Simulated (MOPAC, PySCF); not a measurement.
The same groups moved round the core (cyclohexane cyano+boryl). All species are isolated molecules in the gas phase. One relaxed conformer stands for each flexible species; it need not be the lowest. Strings in code marks are SMILES.

Quantity: electronic energy of isomers of C7H12BN relative to `B[C@@H]1CCC[C@H](C#N)C1`, in kJ/mol. Semi-empirical values (MOPAC) are differences of heats of formation.

Level 1: TPSSh-D3(BJ)/def2-TZVP // PBE0-D3(BJ)/def2-SVP (PySCF)
Level 2: PBE/6-31G* // PBE0-D3(BJ)/def2-SVP (PySCF)
Level 3: HF/6-31G* // PBE0-D3(BJ)/def2-SVP (PySCF)
Level 4: PM3 // PBE0-D3(BJ)/def2-SVP (MOPAC)

```json
[
 {"species": "`B[C@@H]1CCCC[C@@H]1C#N`", "level 1": "6.54", "level 2": "4.38", "level 3": "-5.20", "level 4": "-3.40"},
 {"species": "`B[C@H]1CC[C@H](C#N)CC1`", "level 1": "8.03", "level 2": "2.77", "level 3": "-5.54", "level 4": "-9.34"},
 {"species": "`B[C@@H]1CCCC[C@H]1C#N`", "level 1": "7.02", "level 2": "3.80", "level 3": "-7.15", "level 4": "-5.26"},
 {"species": "`BC1(C#N)CCCCC1`", "level 1": "7.08", "level 2": "2.01", "level 3": "2.94", "level 4": "-0.93"},
 {"species": "`B[C@@H]1CCC[C@@H](C#N)C1`", "level 1": "7.99", "level 2": "4.39", "level 3": "-2.52", "level 4": "-8.74"}
]
```
